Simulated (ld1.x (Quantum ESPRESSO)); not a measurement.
## Ni (Z = 28): excitation energies, all-electron against ultrasoft

ld1.x (Quantum ESPRESSO) 7.5 input, shortened:

```
&input
   title='Ni', zed=28., rel=1, dft='PW91', iswitch=3,
   config='[Ar] 3d8 4s1 4p1'
 /
 &inputp
   pseudotype=3, tm=.true., lloc=-1, rcloc=1.35,
   nlcc=.false.
 /
6
4S  1  0   1.00   0.00  1.45  1.85  0.0
4S  1  0   0.00  -0.05  1.45  1.85  0.0
3P  2  1   6.00   0.00  1.15  1.25  0.0
4P  3  1   1.00   0.00  1.15  1.25  0.0
3D  3  2   8.00   0.00  1.10  1.45  0.0
3D  3  2   0.00   0.30  1.10  1.45  0.0
 &test
   configts(1)='3p6 3d8 4s1 4p1'
 /
```

Energies are relative to the spin-unpolarised reference configuration 3p6 3d8 4s1 4p1; without spin polarisation the order of configurations can differ from experiment.

```json
{"valence configuration": "3p6 3d8 4s1 4p0", "charge": "+1", "ΔE all-electron (eV)": "4.769", "error AE − PS (meV)": "+763"}
{"valence configuration": "3p6 3d8 4s0 4p0", "charge": "+2", "ΔE all-electron (eV)": "22.179", "error AE − PS (meV)": "+765"}
{"valence configuration": "3p6 3d8 4s1.5 4p0", "charge": "+0.5", "ΔE all-electron (eV)": "-0.871", "error AE − PS (meV)": "+762"}
{"valence configuration": "3p6 3d7 4s2 4p1", "charge": "0", "ΔE all-electron (eV)": "5.961", "error AE − PS (meV)": "-342"}
{"valence configuration": "3p6 3d8 4s0 4p2", "charge": "0", "ΔE all-electron (eV)": "4.935", "error AE − PS (meV)": "-1090"}
{"valence configuration": "3p6 3d8 4s0 4p1", "charge": "+1", "ΔE all-electron (eV)": "10.479", "error AE − PS (meV)": "-588"}
```

What are ΔE and the potential's error for 3p6 3d8 4s2 4p0?

ΔE = -4.622 eV all-electron; the error (AE − PS) is +761 meV.

A Bessel basis up to 400 Ry misses an occupied level by 1.45 Ry, so cutoffs and ghosts were not judged. The potential misses its own reference levels by up to 0.9 eV.
